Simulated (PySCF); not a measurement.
## A survey of ²⁹Si NMR shifts

One conformer, isolated molecule, fast rotation and ring inversion assumed for equivalent nuclei, no relativistic terms. GFN2-xTB structure; shieldings: GIAO PBE0/pcSseg-1; PySCF 2.14.0 with density-fitted response routines.

Shieldings were converted by a linear fit to measured shifts: ²⁹Si (scatter 8.9 ppm rms, 25.8 ppm with the 6 outliers that the fit left out vs TMS, solution or neat liquid). Occasional misses reach two or three times the rms, and more in compound classes unlike the fitted ones.

Q: Give the ²⁹Si shifts of `N[Si@H](P)O[SiH2][SiH3]`, `FC(F)(F)[C@H](Cl)[SiH2]CC[SiH3]`, `C=C(C#N)C[Si@@H](C)P`, `C[C@H](CC(F)F)S[SiH3]`.

A: 
```json
{"compound": "[NH2:1][Si@H:2]([PH2:3])[O:4][SiH2:5][SiH3:6]", "environment": "Si2: silicon bonded to N, O, P, H", "δ (ppm)": "-19.4"}
{"compound": "[NH2:1][Si@H:2]([PH2:3])[O:4][SiH2:5][SiH3:6]", "environment": "Si5: silicon bonded to O, Si, 2 H", "δ (ppm)": "-32.4"}
{"compound": "[NH2:1][Si@H:2]([PH2:3])[O:4][SiH2:5][SiH3:6]", "environment": "Si6: silicon bonded to Si, 3 H", "δ (ppm)": "-105.7"}
{"compound": "[F:1][C:2]([F:3])([F:4])[C@H:5]([Cl:6])[SiH2:7][CH2:8][CH2:9][SiH3:10]", "environment": "Si7: silicon bonded to 2 C, 2 H", "δ (ppm)": "-32.5"}
{"compound": "[F:1][C:2]([F:3])([F:4])[C@H:5]([Cl:6])[SiH2:7][CH2:8][CH2:9][SiH3:10]", "environment": "Si10: silicon bonded to C, 3 H", "δ (ppm)": "-60.9"}
{"compound": "C=C(C#N)C[Si@@H](C)P", "environment": "silicon bonded to 2 C, P, H", "δ (ppm)": "-21.6"}
{"compound": "C[C@H](CC(F)F)S[SiH3]", "environment": "silicon bonded to S, 3 H", "δ (ppm)": "-52.1"}
```
